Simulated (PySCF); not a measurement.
**La⁵⁰⁺ (lanthanum, charge +50) across methods**

[He] 2s2 2p3, high-spin 4S determinant. All numbers are calculated (PySCF 2.14, scalar relativity by spin-free X2C-1e, in an even-tempered Gaussian basis (19 s from 27 bohr⁻², ratio 2.2; 12 p from 34 bohr⁻², ratio 2.2; 5 d from 130 bohr⁻², ratio 2.4; 5 f from 200 bohr⁻², ratio 2.4; 4 g from 290 bohr⁻², ratio 2.4)).

| method | E (hartree) | mean ε 2s α (eV) | mean ε 2s β (eV) | mean ε 2p α (eV) | Σ⟨r²⟩ (bohr²) | ⟨S²⟩ |
| --- | --- | --- | --- | --- | --- | --- |
| TPSSh | -5255.05 | -10044.2 | -9965.2 | -9508.3 | 0.05574 | 3.750 |
| PBE0 | -5254.59 | -10061.0 | -9974.7 | -9525.2 | 0.05574 | 3.750 |
| B97-3 | -5254.61 | -10064.2 | -9978.3 | -9527.1 | 0.05573 | 3.750 |
| LDA | -5248.24 | -10011.4 | -9943.5 | -9487.8 | 0.05580 | 3.750 |
| PBE | -5254.54 | -10020.9 | -9952.7 | -9492.4 | 0.05576 | 3.750 |
| r2SCAN | -5254.89 | -10044.7 | -9958.2 | -9508.6 | 0.05572 | 3.750 |

(1) Estimate the same row for UHF.

Spin-orbit coupling, which splits the p, d and f shells strongly at this Z, is absent. Spin-orbit coupling is strong in this species (close to jj coupling), so the high-spin LS determinant is a model state, not a physical level.

Results:

(1) E (hartree) = -5254.50188; mean ε 2s α (eV) = -10179.9; mean ε 2s β (eV) = -10038.5; mean ε 2p α (eV) = -9622.4; Σ⟨r²⟩ (bohr²) = 0.05570; ⟨S²⟩ = 3.750.
